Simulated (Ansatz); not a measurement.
`[NH2][SnH2][F]`. The species carries charge 0 and has multiplicity 1. Sn: def2 effective core potential. All single points use the PBE0-D4/def2-TZVP geometry. It is one conformer, not always the lowest.

```xyz
7

N     1.099   -0.289   -0.613
Sn   -0.430    0.232    0.571
F    -2.090   -0.011   -0.393
H     1.110   -1.262   -0.888
H     1.204    0.278   -1.444
H    -0.361    1.898    0.890
H    -0.532   -0.846    1.877
```

Task: What is the dipole moment at PBE/def2-TZVPP? (An estimate is asked.)

Result: The calculation gave: 1.87 D, with components (1.82, 0.04, 0.42) D in this frame, pointing from negative to positive charge.

Task: And with r2SCAN, B3LYP, ωB97M-V? (Estimate.)

Result: The calculation gave: r2SCAN 1.91 D, B3LYP 1.94 D, ωB97M-V 1.91 D.

Task: Give the Mulliken charges with PBE, B3LYP, ωB97M-V in def2-TZVPP. (An estimate is asked.)

Result: Ansatz gave: 
```
atom    PBE  B3LYP  ωB97M-V
  N1  -0.52  -0.53    -0.50
 Sn2   0.92   1.02     0.94
  F3  -0.46  -0.51    -0.50
  H4   0.15   0.14     0.12
  H5   0.15   0.14     0.12
  H6  -0.12  -0.12    -0.09
  H7  -0.12  -0.12    -0.09
```

B3LYP here is the variant with VWN-RPA as its local correlation; programs differ in this.
